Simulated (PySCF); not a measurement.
Several species in one continuum solvent.

All values: PBE0/pcSseg-1 (PySCF, non-relativistic), each on one gas-phase PBE0-D3(BJ)/def2-SVP geometry that isn't relaxed in the solvent. The solvent is an IEF-PCM continuum (cavity from Bondi-type radii × 1.2). The model holds no explicit solvent molecules, cavitation or dispersion.

Question: Order them by E(solvent) − E(gas) in benzene (ε = 2.271), most negative first (kJ/mol).
A. `[CH3:1][C:2]#[C:3][SiH2:4][C:5]#[C:6][SiH2:7][O:8][CH3:9]` with C6–Si7–O8–C9 54°
B. `[SiH3:1]/[CH:2]=[CH:3]/[SiH2:4][c:5]1[cH:6][cH:7][cH:8][o:9]1` with C2–C3–Si4–C5 115°, C3–Si4–C5–C6 -14°
C. `[CH:1]#[C:2][C@@H:3]1[CH:4]=[CH:5][CH2:6][Si@H:7]1[O:8][SiH3:9]` with C6–Si7–O8–Si9 51°, C2–C3–C4–C5 -101°, C4–C5–C6–Si7 -18°, C5–C6–Si7–O8 -90°, C2–C3–Si7–C6 97°

Answer: A (-9.4), C (-7.9), B (-5.8).

```
                      SMILES  charge  ΔE (kJ/mol)  polarisation term (kJ/mol)  HOMO shift (eV)  dipole gas (D)  dipole solvent (D)  atoms
       CC#C[SiH2]C#C[SiH2]OC       0         -9.4                        -9.9            -0.01            3.05                3.40     19
C#C[C@@H]1C=CC[Si@H]1O[SiH3]       0         -7.9                        -8.3            -0.02            1.15                1.33     19
    [SiH3]/C=C/[SiH2]c1ccco1       0         -5.8                        -6.0            +0.01            0.95                1.06     19
```

The polarisation term is half the interaction of the solute with the induced surface charges.
